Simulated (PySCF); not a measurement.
This PySCF input asks for the NMR shieldings of `C=CC1=C(C)P1CP`, C6H10P2; the geometry comes from GFN2-xTB.

```python
import basis_set_exchange as bse
import numpy as np
from pyscf import gto, dft
from pyscf.prop import nmr

atoms = """
C    -2.046503   -1.070085    1.467237
C    -1.745626   -0.853096    0.190215
C    -0.789649    0.115257   -0.231825
C    -0.211807    0.727288   -1.250400
C    -0.091390    0.842831   -2.708772
P     0.376908    1.415348    0.348111
C     1.966108    0.415564    0.576756
P     2.065364   -0.527303    2.176301
H    -2.777178   -1.800581    1.767231
H    -1.564675   -0.508581    2.252063
H    -2.233321   -1.408790   -0.603194
H    -0.705586    0.090635   -3.203724
H    -0.409269    1.835054   -3.030524
H     0.947698    0.714736   -3.013531
H     2.106019   -0.292743   -0.246288
H     2.809424    1.115613    0.562158
H     1.412845    0.435138    2.948463
H     0.881879   -1.239970    1.988066
"""
names = dict.fromkeys(["C", "P", "H"], "pcSseg-1")
basis = {el: gto.basis.parse(bse.get_basis(n, elements=[el], fmt="nwchem")) for el, n in names.items()}
mol = gto.M(atom=atoms, basis=basis, charge=0, verbose=0)
mf = dft.RKS(mol, xc="PBE0")
mf.grids.level = 2
mf.grids.alignment = dft.numint.BLKSIZE   # the property module wants whole blocks of grid points
mf.conv_tol = 1e-9
mf.kernel()

calc = nmr.RKS(mf)   # GIAO
C = mf.mo_coeff
Co = C[:, mf.mo_occ > 0]
resp = mf.gen_response(singlet=True, hermi=2)
def vind(x):   # induced exchange potential for any number of trial vectors
    d = np.einsum("pi,xij,qj->xpq", C, 2 * x.reshape(-1, C.shape[1], Co.shape[1]), Co, optimize=True)
    return np.einsum("xpq,pi,qj->xij", resp(d - d.transpose(0, 2, 1)), C, Co, optimize=True).ravel()
mo1, _ = nmr.rhf.solve_mo1(calc, with_cphf=vind)
sigma = calc.kernel(mo1)
for i, s in enumerate(sigma):   # ppm
    print("%2d %-2s %9.2f" % (i, mol.atom_pure_symbol(i), np.trace(s) / 3))
```

Problem. Give the expected output.

Solution. 
```
 0 C      52.91
 1 C      56.66
 2 C      56.09
 3 C      42.49
 4 C     170.37
 5 P     508.38
 6 C     160.88
 7 P     468.81
 8 H      25.65
 9 H      25.36
10 H      24.40
11 H      28.81
12 H      29.27
13 H      29.17
14 H      31.45
15 H      30.83
16 H      28.69
17 H      29.23
```

These numbers come from an equivalent density-fitted implementation of the same equations, which agrees with the script to about 0.01 ppm for H and up to a few tenths of a ppm for heavy atoms, so last digits may differ.

Size and cost of the density-fitted run: 200 basis functions, about 90 core-seconds.
